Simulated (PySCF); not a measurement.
B2H6O4Si, SMILES OB(O)[SiH2]B(O)O. Atoms are numbered in the order given.

```xyz
13

B     -1.6219    -0.2148    -0.0475
O     -1.6692     1.0284    -0.5975
O     -2.7622    -0.9522     0.0304
Si     0.1467    -0.9498     0.6676
B      1.5864     0.3126    -0.0455
O      2.9270     0.1094    -0.1755
O      1.1056     1.5325    -0.4663
H     -0.7974     1.4617    -0.6271
H     -3.5182    -0.4686    -0.3374
H      0.4319    -2.3674     0.2733
H      0.1797    -0.9170     2.1675
H      3.2162    -0.7613     0.1214
H      1.8015     2.1162    -0.8078
```
Charge 0, spin multiplicity 1.

Coordinates come from a B3LYP-D3(BJ)/def2-SVP optimisation. This is a generated structure with no PubChem entry under its InChIKey; it may be hypothetical. Other conformers were not sampled.

Method: TDA-PBE/def2-SVPD (PySCF).

Vertical excitations. The molecule is in vacuum.

| state | energy (eV) | λ (nm) | f | main pairs |
|---|---|---|---|---|
| S1 | 5.34 | 232 | 0.008 | HOMO→LUMO 96 % |
| S2 | 5.75 | 216 | 0.078 | HOMO→LUMO+1 99 % |
| S3 | 6.08 | 204 | 0.004 | HOMO−1→LUMO 60 %, HOMO→LUMO+2 30 % |
| S4 | 6.30 | 197 | 0.001 | HOMO−2→LUMO 90 % |
| S5 | 6.33 | 196 | 0.020 | HOMO→LUMO+3 67 %, HOMO→LUMO+2 25 % |
| S6 | 6.46 | 192 | 0.050 | HOMO−1→LUMO+1 86 % |
| T1 | 4.75 | 261 | 0 | HOMO→LUMO 96 % |
| T2 | 5.31 | 233 | 0 | HOMO−1→LUMO 77 %, HOMO→LUMO+2 16 % |
Triplets are in the Tamm–Dancoff approximation.
